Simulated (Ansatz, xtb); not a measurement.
## C5H6ClNO: which of two isomers lies lower

We compare I, `COc1ccc(Cl)[nH]1`, a singlet, with II, `COc1cc(Cl)c[nH]1`, a singlet. Both are isolated molecules in the gas phase, relaxed with B3LYP/def2-SVP; the shapes shown needn't be the lowest conformers.

I (Å):

```yaml
atoms:
  - { symbol: C, position_ang: [-1.7408, 0.8068, -0.1047] }
  - { symbol: C, position_ang: [-0.5797, -1.2068, 0.1705] }
  - { symbol: C, position_ang: [0.4532, -0.8046, 0.9974] }
  - { symbol: C, position_ang: [1.2592, -1.9675, 1.2457] }
  - { symbol: C, position_ang: [0.6821, -3.0110, 0.5635] }
  - { symbol: Cl, position_ang: [1.1386, -4.6705, 0.4348] }
  - { symbol: N, position_ang: [-0.4407, -2.5450, -0.0927] }
  - { symbol: O, position_ang: [-1.6283, -0.5721, -0.3892] }
  - { symbol: H, position_ang: [-0.8557, 1.3636, -0.4616] }
  - { symbol: H, position_ang: [-2.6340, 1.1693, -0.6303] }
  - { symbol: H, position_ang: [-1.8577, 0.9848, 0.9795] }
  - { symbol: H, position_ang: [0.6240, 0.1959, 1.3852] }
  - { symbol: H, position_ang: [2.1575, -2.0257, 1.8550] }
  - { symbol: H, position_ang: [-1.0629, -3.0930, -0.6727] }
```

II (Å):

```xyz
14

C    -2.0473    0.5422    0.0528
C    -0.3297   -1.0491   -0.0210
C    -0.1823   -1.3242    1.3288
C     0.8609   -2.3015    1.4045
C     1.3069   -2.5861    0.1341
Cl    1.4628   -3.0108    2.8685
N     0.5600   -1.8033   -0.7315
O    -1.1400   -0.2250   -0.7121
H    -1.5161    1.2063    0.7579
H    -2.6248    1.1517   -0.6545
H    -2.7365   -0.1044    0.6249
H    -0.7332   -0.8972    2.1607
H     2.0773   -3.2662   -0.2155
H     0.6426   -1.7767   -1.7394
```

Task: Estimate E(II) − E(I) at the level CCSD(T)/def2-SVP + ΔMP2/def2-TZVPP.

Result: CCSD(T)/def2-SVP + ΔMP2/def2-TZVPP gives E(II) − E(I) = −0.031 eV, slightly favouring structure II, which is too small a margin to settle the true order.

Level by level:

```csv
level,geometry,E(II) − E(I) (eV),departure from the last row (eV),"job, with rough time for the two"
GFN2-xTB,GFN2-xTB,−0.013,+0.019,"optimisation, 0.12 s"
HF/STO-3G,GFN2-xTB,−0.050,−0.019,"single point, 0.66 s"
r2SCAN-D4/def2-SVP,GFN2-xTB,−0.024,+0.008,"single point, 8.4 s"
B3LYP/def2-SVP,B3LYP/def2-SVP,−0.025,+0.007,"optimisation, 57 s"
HF/def2-SVP,B3LYP/def2-SVP,−0.044,−0.013,part of the CCSD(T) run
MP2/def2-SVP,B3LYP/def2-SVP,−0.026,+0.006,part of the CCSD(T) run
CCSD(T)/def2-SVP,B3LYP/def2-SVP,−0.031,0.000,single point
CCSD(T)/def2-SVP + ΔMP2/def2-TZVPP,B3LYP/def2-SVP,−0.031,,"single point, 3.2 min"
```

As drawn, both hold the same kinds of bond in the same numbers.

The largest departure from CCSD(T)/def2-SVP + ΔMP2/def2-TZVPP is that of HF/STO-3G, 0.019 eV. The last row adds to CCSD(T) the change of the MP2 difference between the two basis sets, here 0.000 eV.

With thermal terms from frequencies at re-optimised GFN2-xTB minima (ideal gas, soft modes damped towards free rotors, one conformer each, 298.15 K, 1 atm): on the last row, ΔE + ΔZPE = −0.031, ΔH = −0.032, ΔG = −0.031 eV.

The correlated steps freeze 12 core orbitals. Codes used: Ansatz 0.2.0, xtb 6.7.1; the last row on 2 threads of Arm Neoverse V2 on a shared host.
